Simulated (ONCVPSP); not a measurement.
# What the settings do to the ONCV potential of Ta

Base potential:

| Property | Result |
| --- | --- |
| Element | Ta (Z = 73) |
| Generator | ONCVPSP 4.0.1 |
| Type | optimised norm-conserving Vanderbilt (ONCV) |
| Functional | PBE |
| Relativity | fully relativistic |
| Frozen core | [Xe] 4f14 |
| Valence charge | 5 |
| Reference configuration | 5d3 6s1.75 6p0.25 |
| Partial waves | 6s: rc 2.75 bohr, ncon 4, nbas 8, qcut 2.4 1/bohr, 3 projectors, debl 0.4 Ha; 6p: rc 3.60 bohr, ncon 3, nbas 6, qcut 2.1 1/bohr, 2 projectors, debl 2.1 Ha; 5d: rc 2.25 bohr, ncon 5, nbas 10, qcut 6.8 1/bohr, 3 projectors, debl 0.8 Ha |
| Local potential | polynomial inside 2.15 bohr (lpopt 4, dvloc0 4 Ha) |
| Core correction | Teter function, parameters optimised by the program |

Open shells are filled in proportion to 2j + 1.

All-electron outer shells of the reference configuration (PBE, scalar-relativistic, ld1.x):

```csv
shell,level (eV),outermost node (bohr),outermost maximum (bohr)
5p,-39.80,0.58,1.13
4f,-25.10,–,0.44
6s,-5.70,1.32,2.74
5d,-3.93,0.65,1.58
6p,-1.59,1.59,3.85
```

Cutoffs, loose and tight: the cutoffs (Ha) at which the residual kinetic energy of the hardest occupied pseudo-wave falls to 1 and 0.1 mHa per electron. They do not see the model core or the augmentation charge, which bear on the density cutoff. Test errors are all-electron minus pseudo excitation energies from the reference, over the configurations 5d3 6s2 6p0; 5d3 6s1 6p0; 5d3 6s0 6p0; 5d3.5 6s1.5 6p0. A dash means not determined; rows that change the core or the reference have their own tests.

A true bound ghost makes a file unfit for plane-wave use even where its test errors are small: the radial tests pick states by their node count and pass the ghost by.

| change | outcome | cutoff, loose | cutoff, tight | bound ghosts | GHOST(+) flags above zero | largest test error (meV) |
| --- | --- | --- | --- | --- | --- | --- |
| base | generated | 14 Ha | 17 Ha | s | s | -386 |
| p: debl 4.15 | generated | 14 Ha | 17 Ha | s | s, p3/2, p1/2 | -386 |
| local potential polynomial inside 1.75 bohr (lpopt 5, dvloc0 0 Ha) | generated | 14 Ha | 17 Ha | s | s, p3/2, p1/2 | -386 |
| p: qcut 3 | generated | 14 Ha | 17 Ha | s | s | -392 |
| d: nproj 1 | generated | 14 Ha | 17 Ha | s | s | -386 |
| d: rc 1.98; local potential polynomial inside 1.98 bohr (lpopt 4, dvloc0 4 Ha) | generated | 14 Ha | 17 Ha | s | s | -386 |

Problem. What comes out with this change to the base: s: rc 3.2?

Solution. outcome: generated; cutoff, loose: 14 Ha; cutoff, tight: 17 Ha; bound ghosts: none; GHOST(+) flags above zero: s; largest test error (meV): -392.

Problem. What comes out with this change to the base: all radii but the core radius scaled by about 1.07 (s 2.94, p 3.84, d 2.40 bohr); local potential polynomial inside 2.30 bohr (lpopt 4, dvloc0 4 Ha)?

Solution. outcome: generated; cutoff, loose: 13 Ha; cutoff, tight: 16 Ha; bound ghosts: s, p1/2; GHOST(+) flags above zero: p3/2; largest test error (meV): -384.
